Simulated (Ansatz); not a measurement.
Coupled-cluster run, CH₆AlNOSSi.

```yaml
crystal:
  periodic: [false, false, false]
  atoms:
    - {symbol: N, position_ang: [-1.664804, 0.548590, 0.236362]}
    - {symbol: C, position_ang: [-0.755051, 1.779417, 0.392220]}
    - {symbol: Al, position_ang: [0.285810, 0.182887, 0.158699]}
    - {symbol: O, position_ang: [0.917351, -0.537063, -1.292997]}
    - {symbol: Si, position_ang: [1.782389, -1.736807, -0.565011]}
    - {symbol: S, position_ang: [1.320821, -1.244043, 1.482469]}
    - {symbol: H, position_ang: [-2.248016, 0.578951, -0.589594]}
    - {symbol: H, position_ang: [-2.248610, 0.366813, 1.041818]}
    - {symbol: H, position_ang: [-0.910722, 2.248961, 1.360064]}
    - {symbol: H, position_ang: [-0.939995, 2.496753, -0.403386]}
    - {symbol: H, position_ang: [3.237688, -1.647670, -0.847842]}
    - {symbol: H, position_ang: [1.300140, -3.091886, -0.938901]}
basis:
  gaussian: {orbitals: def2-TZVPP}
correlation: {method: ccsd_t}
```

```sh
$ ansatz run in.yaml --threads 2 --pin off --events-out ev --progress --plain --max-ram 32768MiB --backend cuda --devices 0, --max-vram 18GiB
```

Log, shortened:

```
Functional definition: HF
1777 factors; integrals over basis functions are off by at most 9.5e-4 eV
mean field evaluation 1: about -29908.4968 eV, gradient 5.0e1 eV
mean field evaluation 2: about -29908.8978 eV, gradient 5.1e1 eV
mean field evaluation 4: about -29914.2485 eV, gradient 5.2e0 eV
mean field evaluation 8: about -29914.3541 eV, gradient 3.5e-1 eV
mean field evaluation 16: about -29914.3551 eV, gradient 1.1e-6 eV
mean field -29914.35506524 eV, -1099.3322719696 hartree, gradient 1.1e-6 eV, S^2 0.000000; 0 other end points of the search recorded, 0 dependent functions left out
18 core orbitals not correlated: weight in the atoms' cores, before any rotation towards them, 1.000 or more for the frozen orbitals, at most 0.000 for the correlated occupied ones
reference -29914.35506524 eV, -1099.3322719696 hartree; 17, 17 occupied and 268, 268 virtual orbitals, 1777 factors
second order -26.75292419 eV of doubles, -0.00000000 eV of singles
cycle   1  -27.21727196 eV  change   -4.6e-1 eV  update   1.1e-1
cycle   2  -27.86406862 eV  change   -6.5e-1 eV  update   3.4e-2
cycle   3  -28.01364068 eV  change   -1.5e-1 eV  update   1.7e-2
cycle   4  -28.00174433 eV  change    1.2e-2 eV  update   3.7e-3
cycle   5  -28.00006694 eV  change    1.7e-3 eV  update   1.5e-3
cycle   6  -28.00072753 eV  change   -6.6e-4 eV  update   4.5e-4
cycle   7  -28.00040133 eV  change    3.3e-4 eV  update   1.6e-4
cycle   8  -28.00035796 eV  change    4.3e-5 eV  update   5.5e-5
cycle   9  -28.00037665 eV  change   -1.9e-5 eV  update   2.4e-5
perturbative correction -1.19429462 eV, -0.0438895179 hartree
Total energy: -29943.54973652 eV, -1100.4051563500 hartree
```

Run time 12 s (2 threads of an AMD EPYC 7R13 on a shared host and a share of an NVIDIA H100 80 GB); peak host memory 0.85 GiB.

Correlation energy per correlated electron: -0.859 eV. T1 diagnostic: 0.0115.
